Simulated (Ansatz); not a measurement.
`F[BH][SnH2][SiH3]` + `[OH][AlH2]` → `[AlH2][O][SnH2][SiH3]` + `BF` at 298.15 K and 1 bar (cleavage of the Sn–B bond).

Isolated molecules relaxed with PBE0-D4/def2-TZVP in Ansatz; ΔE leaves out vibrations. CCSD(T)/CBS adds triple-zeta CCSD(T) − MP2 to the extrapolated MP2 energy (def2 sets, frozen cores). This one scheme is used for every species. Elements past krypton have def2 core potentials. For Sn outer-core shells are correlated without core-valence functions, which leaves a few kJ/mol of doubt a bond. Each species was taken in one conformer, which may not be the lowest.

| species | CCSD(T)/CBS energy (Eh) | H − E (kJ/mol) | S (J/(mol·K)) |
| --- | --- | --- | --- |
| `F[BH][SnH2][SiH3]` | -631.31705 | 162.8 | 388.6 |
| `[OH][AlH2]` | -319.03157 | 82.3 | 252.8 |
| `[AlH2][O][SnH2][SiH3]` | -824.54542 | 172.8 | 410.1 |
| `BF` | -125.82039 | 69.3 | 222.5 |

H − E and S are ideal-gas, rigid-rotor, harmonic terms from PBE0-D4/def2-TZVP, for one conformer and one mirror image of each species. 1 Eh = 2625.50 kJ/mol, R = 8.31446 J/(mol·K).

Q: By hand: ΔE, ΔH, ΔS and ΔG.

A: ΔE = (-824.54542) + (-125.82039) − (-631.31705) − (-319.03157) = -0.01719 Eh = -45.1 kJ/mol. Δ(H − E) = 172.8 + 69.3 − 162.8 − 82.3 = -3.0, so ΔH = -48.1 kJ/mol. ΔS = 410.1 + 222.5 − 388.6 − 252.8 = -8.8 J/(mol·K). ΔG = -48.1 − 298.15 × (-8.8)/1000 = -45.5 kJ/mol.

Q: By hand: the equilibrium constant, and the temperature at which ΔG would vanish if ΔH and ΔS stayed fixed.

A: log₁₀ K = −ΔG/(RT ln 10) = 8.0. ΔG = 0 at ΔH/ΔS = 5466 K, far beyond where these terms or the molecules hold.

The number of gas molecules stays the same, so ΔS is small and ΔH decides. A doubt of 5 kJ/mol in ΔE shifts log₁₀ K by 0.9 here. Other conformers and mirror images would add mixing entropy, several J/(mol·K) or more a flexible species. Modes under 60 cm⁻¹, often nearly free rotors, make the harmonic entropy too high. These are equilibria of isolated gas molecules and say nothing of rates. Largest T1 diagnostic: 0.014 (customary marks: 0.02 for closed shells, 0.045 for open ones).
